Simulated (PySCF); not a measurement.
Point-charge models of `C(C(=O)OC)(C(F)(F)F)=C` against its computed dipole.

Coordinates (GFN2-xTB, Å) and charges (e) from the PBE0/pcSseg-1 density (PySCF):

| atom | x | y | z | Mulliken | IAO | Hirshfeld | ESP-fitted |
| --- | --- | --- | --- | --- | --- | --- | --- |
| C1 | -1.501 | 1.798 | -0.264 | +0.0668 | -0.2260 | -0.0439 | -0.1996 |
| C2 | -0.902 | 0.618 | -0.159 | -0.6235 | -0.1087 | -0.0459 | -0.3338 |
| C3 | 0.560 | 0.475 | -0.456 | +0.6455 | +0.5143 | +0.2021 | +0.7857 |
| O4 | 1.256 | 1.394 | -0.800 | -0.4088 | -0.4645 | -0.2503 | -0.5337 |
| O5 | 0.974 | -0.775 | -0.289 | -0.4762 | -0.3219 | -0.0921 | -0.2573 |
| C6 | 2.349 | -1.028 | -0.544 | -0.0266 | -0.2151 | -0.0284 | -0.3039 |
| C7 | -1.641 | -0.629 | 0.252 | +0.9659 | +0.8037 | +0.2514 | +0.6377 |
| F8 | -1.141 | -1.179 | 1.367 | -0.2676 | -0.2750 | -0.0996 | -0.2130 |
| F9 | -2.937 | -0.387 | 0.502 | -0.2733 | -0.2836 | -0.0878 | -0.1925 |
| F10 | -1.613 | -1.575 | -0.697 | -0.2684 | -0.2757 | -0.1001 | -0.2127 |
| H11 | -0.921 | 2.656 | -0.563 | +0.1436 | +0.1885 | +0.0661 | +0.1710 |
| H12 | -2.549 | 1.934 | -0.059 | +0.1383 | +0.1807 | +0.0633 | +0.1787 |
| H13 | 2.971 | -0.315 | 0.000 | +0.1257 | +0.1580 | +0.0506 | +0.1517 |
| H14 | 2.555 | -0.935 | -1.612 | +0.1229 | +0.1557 | +0.0535 | +0.1524 |
| H15 | 2.536 | -2.043 | -0.205 | +0.1357 | +0.1696 | +0.0612 | +0.1695 |

**Question.** Form Σ q r in debye for every column and set it beside the full dipole.

**Answer.** The full density gives (0.79, 0.46, -0.25) D, 0.95 D in size; dipole vectors point from the negative to the positive end.

```json
{"scheme": "Mulliken", "μx": "1.38", "μy": "1.54", "μz": "-0.58", "size (D)": "2.15", "share of the full size (%)": "227", "angle to the full dipole (°)": "18"}
{"scheme": "IAO", "μx": "1.24", "μy": "1.27", "μz": "-0.49", "size (D)": "1.85", "share of the full size (%)": "195", "angle to the full dipole (°)": "15"}
{"scheme": "Hirshfeld", "μx": "0.43", "μy": "-0.01", "μz": "-0.09", "size (D)": "0.44", "share of the full size (%)": "47", "angle to the full dipole (°)": "30"}
{"scheme": "ESP-fitted", "μx": "0.81", "μy": "0.47", "μz": "-0.25", "size (D)": "0.97", "share of the full size (%)": "102", "angle to the full dipole (°)": "0"}
```

**Question.** Which set comes closest?

**Answer.** Length of the difference vector: ESP-fitted 0.02 D, Hirshfeld 0.61 D, IAO 0.96 D, Mulliken 1.28 D. Closest: ESP-fitted. 

**Question.** What is left for the Hirshfeld atoms' own dipoles?

**Answer.** The shares of the density sum to the whole, so what Σ q r misses lies in dipoles about the nuclei. The atomic dipoles sum to (0.79, 0.46, -0.25) − (0.43, -0.01, -0.09) = (0.36, 0.47, -0.16) D, 0.61 D in size.

**Question.** With the origin at the mean of the coordinates, (0.000, 0.001, -0.235) Å, which are the largest single terms, by size, of the ESP-fitted dipole along the direction of the full one?

**Answer.** C7 -5.52, O4 -4.79, C3 +2.85, F9 +2.62, C6 -2.26 D; all 15 atoms together +0.97 D. The single terms depend on the origin, their sum doesn't.

**Question.** Give the size of the full dipole in other units.

**Answer.** 0.95 D = 0.373 au = 0.197 e·Å = 3.16 × 10⁻³⁰ C·m.

Isolated species at its GFN2-xTB geometry (one conformer only).

Shape of the structure used: `[CH2:1]=[C:2]([C:3](=[O:4])[O:5][CH3:6])[C:7]([F:8])([F:9])[F:10]`: C1–C2–C3–O4 0°, C2–C3–O5–C6 180°, C1–C2–C7–F8 -120°.
